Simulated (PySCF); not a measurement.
C4H2N2, SMILES C#C/C=N/C#N. Heavy atoms are numbered as in [CH:1]#[C:2]/[CH:3]=[N:4]/[C:5]#[N:6]. Hydrogens are named by the atom that carries them.

Coordinates come from a PBE0-D3(BJ)/def2-SVP optimisation. The structure was generated by enumeration; whether it is a known compound was not checked.

The numbers are results of PySCF with PBE/def2-TZVP, not measurements.

ESP charges are fitted to the potential on shells at 1.4 to 2.0 van der Waals radii. Atomic charges (e), one atom of each kind:

| atom | IAO | Mulliken | Löwdin | ESP fit |
|---|---|---|---|---|
| C1 (CH) | -0.15 | -0.02 | -0.01 | -0.34 |
| C2 | -0.02 | 0.04 | -0.08 | -0.01 |
| C3 (CH) | 0.05 | -0.15 | -0.16 | 0.30 |
| N4 | -0.21 | -0.11 | 0.20 | -0.37 |
| C5 | 0.21 | -0.10 | -0.31 | 0.52 |
| N6 | -0.27 | 0.01 | 0.06 | -0.48 |
| H on C1 | 0.22 | 0.19 | 0.14 | 0.31 |
| H on C3 | 0.16 | 0.13 | 0.15 | 0.07 |

Computed Mayer and Wiberg (Löwdin basis) orders of the bonds:
| bond | Mayer | Wiberg |
|---|---|---|
| C1–C2 | 2.61 | 2.84 |
| C2–C3 | 1.26 | 1.39 |
| C3–N4 | 1.79 | 2.00 |
| N4–C5 | 1.26 | 1.66 |
| C5–N6 | 2.97 | 3.23 |
